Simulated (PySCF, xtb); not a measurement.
Ti(Cl)(OH)(Me)2 (C2H7ClOTi), SMILES [CH3][Ti]([CH3])([OH])[Cl], multiplicity 1. The values are those of a single conformer.

Harmonic wavenumbers (cm⁻¹) from xtb with GFN2-xTB at its own minimum, in rising order: 67, 102, 111, 133, 150, 158, 173, 311, 326, 354, 474, 505, 534, 562, 581, 587, 711, 1214, 1225, 1464, 1468, 1468, 1472, 2874, 2881, 2892, 2903, 2920, 2923, 3630.

**Question.** What does PBE-D3(BJ)/def2-SVP run with PySCF give at its own minimum? (The exact figures need the calculation; the answer reports its results.)

**Answer.** 72, 104, 105, 122, 144, 147, 166, 236, 343, 406, 425, 471, 498, 523, 562, 567, 805, 1071, 1082, 1330, 1333, 1338, 1341, 2947, 2949, 3062, 3065, 3068, 3068, 3791. Paired by order, the mean absolute difference is 74 cm⁻¹ and the zero-point energies are 50.3 and 50.2 kcal/mol.
